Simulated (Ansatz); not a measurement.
C3F5, doublet (typed; the unrestricted solution is spin-contaminated), geometry from GFN2-xTB.

Ansatz (a quantum-chemistry and plane-wave program) was given this input:
Ansatz 0.2 input:
```yaml
crystal:
  periodic: [false, false, false]
  atoms:
    - {symbol: F, position_ang: [2.60094538, 1.14283506, 0.08089861]}
    - {symbol: C, position_ang: [1.43096998, 0.69793299, -0.24220788]}
    - {symbol: C, position_ang: [0.44692092, 0.10911001, 0.37558517]}
    - {symbol: F, position_ang: [0.44992855, -0.20912959, 1.70017522]}
    - {symbol: C, position_ang: [-0.83543288, -0.29579618, -0.32144863]}
    - {symbol: F, position_ang: [-1.90245541, 0.30342010, 0.21057985]}
    - {symbol: F, position_ang: [-0.79671474, 0.03356214, -1.61483549]}
    - {symbol: F, position_ang: [-1.04667580, -1.61151893, -0.25143729]}
basis:
  gaussian:
    orbitals: STO-3G
magnetization: {spin_polarized: true, initial_magnetization: 1}
correlation: {method: ccsd_t}
```

**Question.** What T1 diagnostic does Ansatz with CCSD(T)/STO-3G give?

**Answer.** 0.027

**Question.** Estimate the number of basis functions that CCSD(T)/STO-3G returns for this input.

**Answer.** 40

**Question.** What is the computed total energy (CCSD(T)/STO-3G)?

**Answer.** -602.5846 Eh

**Question.** What MP2 correlation energy does CCSD(T)/STO-3G give?

**Answer.** -0.2070 Eh
